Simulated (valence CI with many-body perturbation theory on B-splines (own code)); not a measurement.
**Energy levels of Re⁶¹⁺**

Computed by relativistic CI+MBPT: four valence electrons over a frozen Dirac-Fock core [Ne], radial functions for each j: 11 s, 11 p, 9 d, 7 f, 5 g, 2 h, 1 i, with the one-electron correlation potential Σ1 (screened to all orders), the two-electron term Σ2, the three-electron term Σ3, Breit, model QED; selected single and double excitations, second order for the rest (own B-spline code, finite nucleus).

No measured spectrum was set against this ion. As an estimate, large intervals hold to a few tenths of a per cent, small ones and those within an open d or f shell to about a per cent.

Levels 46 to 66 of 66, with energies above the lowest level, (3s^2 3p1/2^2) J=0. "Leading %" is the weight of the configuration and term that name the level; weights of strongly mixed levels are sums over their largest components and can fall short. In the jj column 3d3/2^4 stands for four electrons in 3d with j = 3/2.

| No. | Configuration | Term | J | E (eV) | Leading % | Leading jj | g | Second component |
| --- | --- | --- | --- | --- | --- | --- | --- | --- |
| 46 | 3s 3p2 3d | 3P | 0 | 1208.6 | 55 | 3s 3p1/2 3p3/2 3d3/2 (57 %) |  | 17 % 3s2 3d2 3P |
| 47 | 3s 3p2 3d | 3P | 2 | 1229.0 | 33 | 3s 3p1/2 3p3/2 3d5/2 (96 %) | 1.338 | 17 % 3s 3p2 3d 5D |
| 48 | 3s 3p2 3d | 3G | 5 | 1230.7 | 60 | 3s 3p1/2 3p3/2 3d5/2 (99 %) | 1.267 | 40 % 3s 3p2 3d 5F |
| 49 | 3s 3p2 3d | 3F | 3 | 1239.0 | 43 | 3s 3p1/2 3p3/2 3d5/2 (95 %) | 1.269 | 22 % 3s 3p2 3d 5P |
| 50 | 3s 3p2 3d | 3D | 3 | 1249.6 | 62 | 3s 3p1/2 3p3/2 3d5/2 (96 %) | 1.294 | 10 % 3s 3p2 3d 5D |
| 51 | 3s2 3d2 | 3F | 2 | 1249.7 | 32 | 3s^2 3d3/2^2 (49 %) | 0.944 | 17 % 3s2 3d2 1D |
| 52 | 3s 3p2 3d | 3P | 1 | 1250.2 | 40 | 3s 3p1/2 3p3/2 3d5/2 (91 %) | 1.166 | 27 % 3s 3p2 3d 3D |
| 53 | 3s 3p2 3d | 3F | 4 | 1253.0 | 40 | 3s 3p1/2 3p3/2 3d5/2 (92 %) | 1.168 | 35 % 3s 3p2 3d 1G |
| 54 | 3s 3p2 3d | 1D | 2 | 1259.9 | 31 | 3s 3p1/2 3p3/2 3d5/2 (55 %) | 1.005 | 21 % 3s2 3d2 3F |
| 55 | 3s 3p2 3d | 3D | 3 | 1264.8 | 37 | 3s 3p1/2 3p3/2 3d5/2 (91 %) | 1.192 | 23 % 3s 3p2 3d 3F |
| 56 | 3s 3p2 3d | 3F | 4 | 1267.8 | 47 | 3s 3p1/2 3p3/2 3d5/2 (90 %) | 1.144 | 32 % 3s 3p2 3d 3G |
| 57 | 3s 3p2 3d | 3D | 1 | 1270.4 | 40 | 3s 3p1/2 3p3/2 3d5/2 (92 %) | 0.916 | 24 % 3s 3p2 3d 1P |
| 58 | 3s2 3d2 | 3P | 0 | 1277.4 | 42 | 3s^2 3d3/2^2 (67 %) |  | 26 % 3s 3p2 3d 3P |
| 59 | 3s 3p2 3d | 3P | 1 | 1282.8 | 29 | 3s 3p1/2 3p3/2 3d5/2 (91 %) | 1.342 | 28 % 3s 3p2 3d 3S |
| 60 | 3s 3p2 3d | 1F | 3 | 1284.3 | 38 | 3s 3p1/2 3p3/2 3d5/2 (87 %) | 1.083 | 30 % 3s 3p2 3d 3F |
| 61 | 3s 3p2 3d | 3D | 2 | 1285.3 | 20 | 3s 3p1/2 3p3/2 3d5/2 (81 %) | 1.169 | 18 % 3s 3p2 3d 3P |
| 62 | 3s 3p2 3d | 1S | 0 | 1287.6 | 42 | 3s 3p1/2 3p3/2 3d5/2 (71 %) |  | 28 % 3s 3p2 3d 3P |
| 63 | 3s 3p2 3d | 3D | 2 | 1293.2 | 32 | 3s 3p1/2 3p3/2 3d5/2 (94 %) | 1.170 | 28 % 3s 3p2 3d 3P |
| 64 | 3s 3p3 | 3P° | 2 | 1322.9 | 50 | 3s 3p3/2^3 (97 %) | 1.437 | 17 % 3s 3p3 5S° |
| 65 | 3s2 3d2 | 3F | 3 | 1328.8 | 79 | 3s^2 3d3/2 3d5/2 (79 %) | 1.079 | 7 % 3s 3p2 3d 3F |
| 66 | 3p3 3d | 3D° | 2 | 1335.9 | 16 | 3p1/2^2 3p3/2 3d3/2 (68 %) | 0.936 | 15 % 3p3 3d 3F° |
